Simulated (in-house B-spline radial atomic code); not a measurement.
Configurations of the rhenium ion Re³⁺, with energies counted from [Xe] 4f14 5d4. Level of theory: Dirac-Hartree-Fock, average of configuration, Fermi nucleus of rms radius 5.3698 fm; calculated with an all-electron radial atomic-structure program (B-spline basis). Energies include first-order Breit, QED and recoil terms.

Occupations are held fixed; configurations that lie above the ionisation limit could autoionise.

| configuration | E - E(ref) (eV) | highest orbital | its <r> (bohr) |
| --- | --- | --- | --- |
| [Xe] 4f14 5d3 6p1 | 12.345 | 6p3/2 | 3.153 |
| [Xe] 4f14 5d3 7p1 | 24.173 | 7p3/2 | 5.85 |
| [Xe] 4f14 5d3 6f1 | 28.952 | 6f5/2 | 7.413 |
| [Xe] 4f14 5d3 8f1 | 33.43 | 8f7/2 | 16.24 |
| [Kr] 4d10 4f14 5s2 5p5 5d4 5f1 | 71.333 | 5f5/2 | 4.072 |
| [Xe] 4f13 5d4 8p1 | 73.006 | 8p3/2 | 9.181 |
| [Kr] 4d10 4f14 5s2 5p5 5d4 6f1 | 76.476 | 6f7/2 | 7.335 |

(1) Order these further configurations by energy, lowest first.
A. [Xe] 4f14 5d3 7f1
B. [Kr] 4d10 4f14 5s2 5p5 5d4 9s1
C. [Xe] 4f14 5d3 8p1
D. [Xe] 4f13 5d4 5g1
E. [Xe] 4f13 5d4 9s1

(2) How far above the reference does [Kr] 4d10 4f14 5s2 5p5 5d4 7g1 lie?

(3) How far above the reference does [Xe] 4f14 5d3 9g1 lie?

## Answers

(1) C (29.257 eV), A (31.747 eV), D (73.123 eV), E (74.947 eV), B (78.74 eV).

(2) 81.159 eV; its least bound orbital is 7g7/2 with <r> = 15.79 bohr.

(3) 35.325 eV; its least bound orbital is 9g7/2 with <r> = 27.78 bohr.
